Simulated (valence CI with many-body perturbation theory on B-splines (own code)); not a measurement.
## As27+: electric-dipole lines

Method: configuration interaction combined with many-body perturbation theory (CI+MBPT): four valence electrons over a frozen Dirac-Fock core [He], radial functions for each j: 11 s, 11 p, 10 d, 8 f, 5 g, 2 h, with the one-electron correlation potential Σ1, the two-electron term Σ2, the three-electron term Σ3, Breit, model QED; selected CI, second order for the rest, scaled by the run's own slope (own B-spline code, finite nucleus).

No measured spectrum was set against this ion. As an estimate, large intervals hold to a few tenths of a per cent, small ones and those within an open d or f shell to about a per cent. Among the levels kept, up to 1000 cm⁻¹ of a level comes from second order outside the variational space, and about a tenth of that is noise between levels of different J, which matters for small intervals.

Lines 151 to 200 of 535 in falling wavelength, among levels below 2003.0 eV, chosen from the strongest by gf and those to the six lowest levels. Wavelengths and rates use the calculated energies. Electric multipoles are in the length gauge, E1 and E2 with the static RPA response of the core. Weak lines are less certain than strong ones. Lines between different terms over intervals too small for the method are left out, as are lines whose strength nearly cancels. Where a level lies close to another of its J and parity, the split of strength between their lines is uncertain. The highest levels of a list are the least certain.

Levels are named by their leading jj configuration (3d3/2^4 stands for four electrons in 3d with j = 3/2), which in mixed levels can hold well under half, so a name can repeat and another be missing. Letters in brackets count levels of one name in rising energy.

| λ vac (Å) | Upper | Lower | A (s⁻¹) | log gf | Branch % |
| --- | --- | --- | --- | --- | --- |
| 95.00 | (2p1/2^2 2p3/2 3p3/2) J=3 | (2s 2p1/2 2p3/2 3p3/2) J=4 | 1.50e+10 | -0.85 | 0.2 |
| 93.52 | (2p3/2^3 3s) J=2 | (2s 2p3/2^2 3s) J=2 [c] | 2.57e+10 | -0.77 | 0.3 |
| 93.12 | (2s 2p1/2 2p3/2^2) J=3 | (2s^2 2p1/2 2p3/2) J=2 | 1.04e+10 | -1.03 | 78.6 |
| 92.89 | (2p1/2 2p3/2^3) J=1 | (2s 2p1/2 2p3/2^2) J=1 [b] | 3.38e+10 | -0.88 | 23.7 |
| 92.60 | (2p3/2^3 3s) J=2 | (2s 2p3/2^2 3s) J=2 [b] | 2.92e+10 | -0.73 | 0.4 |
| 91.41 | (2p3/2^3 3s) J=1 | (2s 2p3/2^2 3s) J=1 [b] | 2.70e+10 | -0.99 | 0.3 |
| 91.28 | (2p1/2 2p3/2^2 3p3/2) J=4 | (2s 2p1/2 2p3/2 3p3/2) J=3 [c] | 1.09e+10 | -0.91 | 0.1 |
| 91.10 | (2s 2p3/2^2 3p3/2) J=2 [a] | (2s^2 2p3/2 3p3/2) J=1 | 1.47e+10 | -1.04 | 0.1 |
| 90.33 | (2p1/2 2p3/2^2 3s) J=3 | (2s 2p1/2 2p3/2 3s) J=2 [c] | 1.53e+10 | -0.88 | 0.3 |
| 90.05 | (2p1/2 2p3/2^2 3p1/2) J=3 | (2s 2p1/2 2p3/2 3p1/2) J=2 [c] | 1.02e+10 | -1.06 | 0.1 |
| 88.41 | (2p1/2^2 2p3/2^2) J=2 | (2s 2p1/2 2p3/2^2) J=3 | 3.62e+10 | -0.67 | 33.9 |
| 87.55 | (2p1/2^2 2p3/2 3d5/2) J=4 | (2s 2p1/2 2p3/2 3d5/2) J=4 [a] | 1.33e+10 | -0.86 | 12.0 |
| 85.76 | (2s 2p1/2 2p3/2 3d5/2) J=4 [c] | (2s^2 2p1/2 3d5/2) J=3 | 1.96e+10 | -0.71 | 0.3 |
| 84.97 | (2s 2p1/2 2p3/2 3p3/2) J=3 [c] | (2s^2 2p1/2 3p3/2) J=2 | 2.67e+10 | -0.69 | 0.6 |
| 84.59 | (2s 2p1/2 2p3/2 3d5/2) J=3 [d] | (2s^2 2p1/2 3d5/2) J=2 | 1.68e+10 | -0.90 | 0.0 |
| 84.24 | (2p1/2 2p3/2^3) J=1 | (2s 2p1/2 2p3/2^2) J=2 [b] | 2.91e+10 | -1.03 | 20.4 |
| 83.53 | (2s 2p1/2 2p3/2 3d3/2) J=3 [b] | (2s^2 2p1/2 3d3/2) J=2 | 2.17e+10 | -0.80 | 1.3 |
| 82.97 | (2s 2p1/2 2p3/2 3p3/2) J=2 [c] | (2s^2 2p1/2 3p3/2) J=1 | 2.37e+10 | -0.91 | 0.3 |
| 82.73 | (2s 2p1/2 2p3/2 3p1/2) J=2 [c] | (2s^2 2p1/2 3p1/2) J=1 | 3.11e+10 | -0.80 | 0.5 |
| 82.64 | (2p3/2^4) J=0 | (2s 2p3/2^3) J=1 | 1.53e+11 | -0.81 | 86.6 |
| 82.40 | (2s 2p1/2 2p3/2 3d5/2) J=2 [b] | (2s^2 2p1/2 3d5/2) J=2 | 2.97e+10 | -0.82 | 0.1 |
| 82.30 | (2s 2p1/2 2p3/2 3s) J=2 [c] | (2s^2 2p1/2 3s) J=1 | 3.10e+10 | -0.80 | 0.4 |
| 81.61 | (2p1/2^2 2p3/2^2) J=2 | (2s 2p1/2 2p3/2^2) J=2 [a] | 2.34e+10 | -0.93 | 21.9 |
| 81.33 | (2s 2p3/2^2 3p3/2) J=3 [b] | (2s^2 2p3/2 3p3/2) J=2 | 1.27e+10 | -1.05 | 0.2 |
| 81.13 | (2s 2p1/2 2p3/2 3d3/2) J=2 [c] | (2s^2 2p1/2 3d3/2) J=2 | 3.51e+10 | -0.76 | 0.1 |
| 80.73 | (2s 2p3/2^2 3d5/2) J=2 [b] | (2s^2 2p3/2 3d5/2) J=1 | 2.06e+10 | -1.00 | 0.2 |
| 80.49 | (2s 2p1/2 2p3/2 3d3/2) J=2 [d] | (2s^2 2p1/2 3d3/2) J=1 | 2.75e+10 | -0.87 | 0.0 |
| 80.17 | (2s 2p1/2 2p3/2 3p1/2) J=1 [b] | (2s^2 2p1/2 3p1/2) J=1 | 5.02e+10 | -0.84 | 0.5 |
| 80.14 | (2s 2p1/2 2p3/2 3p3/2) J=1 [c] | (2s^2 2p1/2 3p3/2) J=1 | 3.58e+10 | -0.99 | 0.6 |
| 79.82 | (2s 2p1/2 2p3/2 3p1/2) J=1 [c] | (2s^2 2p1/2 3p1/2) J=0 | 3.59e+10 | -0.99 | 1.0 |
| 79.57 | (2s 2p1/2^2 2p3/2) J=1 | (2s^2 2p1/2^2) J=0 | 3.70e+10 | -0.98 | 95.4 |
| 79.04 | (2s 2p1/2 2p3/2 3d5/2) J=3 [e] | (2s^2 2p1/2 3d5/2) J=3 | 3.76e+10 | -0.61 | 0.1 |
| 79.01 | (2s 2p1/2 2p3/2 3d5/2) J=3 [e] | (2s^2 2p1/2 3d5/2) J=2 | 1.75e+10 | -0.94 | 0.0 |
| 78.72 | (2s 2p3/2^3) J=2 | (2s^2 2p3/2^2) J=2 | 6.79e+10 | -0.50 | 81.4 |
| 78.70 | (2s 2p3/2^2 3d3/2) J=3 [b] | (2s^2 2p3/2 3d5/2) J=3 | 5.48e+10 | -0.45 | 0.1 |
| 78.13 | (2p1/2 2p3/2^3) J=2 | (2s 2p1/2 2p3/2^2) J=2 [b] | 2.89e+10 | -0.88 | 26.9 |
| 77.36 | (2s 2p1/2 2p3/2 3p3/2) J=2 [d] | (2s^2 2p1/2 3p3/2) J=2 | 3.14e+10 | -0.85 | 0.9 |
| 77.34 | (2s 2p1/2 2p3/2 3d3/2) J=1 [d] | (2s^2 2p1/2 3d3/2) J=2 | 5.30e+10 | -0.85 | 0.3 |
| 77.17 | (2s 2p1/2 2p3/2 3p3/2) J=1 [d] | (2s^2 2p1/2 3p3/2) J=2 | 6.78e+10 | -0.74 | 1.0 |
| 77.15 | (2s 2p1/2 2p3/2 3s) J=1 [c] | (2s^2 2p1/2 3s) J=1 | 5.41e+10 | -0.84 | 0.8 |
| 77.05 | (2s 2p1/2 2p3/2^2) J=0 | (2s^2 2p1/2 2p3/2) J=1 | 4.68e+10 | -1.38 | 100.0 |
| 77.03 | (2s 2p1/2 2p3/2 3d5/2) J=2 [c] | (2s^2 2p1/2 3d5/2) J=3 | 5.13e+10 | -0.64 | 0.1 |
| 76.86 | (2p1/2^2 2p3/2 3d5/2) J=4 | (2s 2p1/2^2 3d5/2) J=3 | 1.48e+10 | -0.93 | 13.4 |
| 76.79 | (2p1/2 2p3/2^2 3s) J=1 [b] | (2s 2p1/2 2p3/2 3s) J=2 [c] | 5.53e+10 | -0.83 | 0.8 |
| 76.65 | (2s 2p3/2^2 3d5/2) J=3 [c] | (2s^2 2p3/2 3d3/2) J=3 | 2.57e+10 | -0.80 | 0.1 |
| 76.55 | (2p1/2 2p3/2^2 3p1/2) J=1 [b] | (2s 2p1/2 2p3/2 3p1/2) J=2 [c] | 4.61e+10 | -0.92 | 0.4 |
| 76.54 | (2s 2p3/2^2 3p3/2) J=2 [c] | (2s^2 2p3/2 3p3/2) J=2 | 4.93e+10 | -0.66 | 4.5 |
| 76.32 | (2s 2p1/2 2p3/2^2) J=2 [b] | (2s^2 2p1/2 2p3/2) J=2 | 6.12e+10 | -0.57 | 99.2 |
| 76.32 | (2s 2p3/2^2 3d3/2) J=2 [a] | (2s^2 2p1/2 3d5/2) J=3 | 2.50e+10 | -0.96 | 0.1 |
| 76.07 | (2s 2p3/2^2 3d3/2) J=1 [b] | (2s^2 2p3/2 3d3/2) J=2 | 6.73e+10 | -0.76 | 0.2 |
